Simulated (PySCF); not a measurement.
**Stretching LaBr**

Set-up: basis La x2c-SVPall, Br x2c-SVPall; spin-free X2C with a Gaussian nucleus; PySCF 2.14. Energies in eV from La (5d1 6s2) + Br in their ground configurations at the same level. State: triplet, about 0.0 electrons in the 4f shell (Mulliken).

| R (Å) | r²SCAN | UHF-CCSD |
| --- | --- | --- |
| 2.330 | -3.688 |  |
| 2.438 | -4.308 | -3.690 |
| 2.546 | -4.645 | -4.081 |
| 2.628 | -4.763 | -4.228 |
| 2.709 | -4.797 | -4.284 |
| 2.790 | -4.769 | -4.271 |
| 2.899 | -4.662 | -4.179 |
| 3.034 | -4.455 | -3.984 |
| 3.197 | -4.147 | -3.683 |
| 3.413 | -3.699 |  |

Question: Put a parabola through the three lowest points of the r²SCAN curve and estimate Re, k and ωe (reduced mass 50.33 u; 1 eV/Å² = 0.16022 mdyn/Å; ωe = 1302.8·√(k/μ) cm⁻¹).

Answer: Through R = 2.628, 2.709, 2.79 Å the second-order coefficient is 4.72 eV/Å², so Re ≈ 2.713 Å, k ≈ 1.51 mdyn/Å and ωe ≈ 226 cm⁻¹. A polynomial fit of higher order to the unrounded r²SCAN energies gives Re = 2.709 Å, k = 1.51 mdyn/Å, ωe = 225 cm⁻¹; anharmonicity and rounding make the difference.

The higher-order fit for each curve: r²SCAN: Re = 2.709 Å, ωe = 225 cm⁻¹, De = 4.80 eV; UHF-CCSD: Re = 2.732 Å, ωe = 225 cm⁻¹, De = 4.29 eV.

Correlated steps freeze 27 core orbitals. Correlated levels converge slowly with the basis: in double zeta they bind strong bonds too weakly, by up to about 1 eV, and carry superposition errors of some tenths. These are scalar-relativistic numbers at best; spin–orbit coupling would shift them, the dissociation energy most. With d or f electrons several states lie close, and the lowest PBE0 determinant need not be the measured ground state.
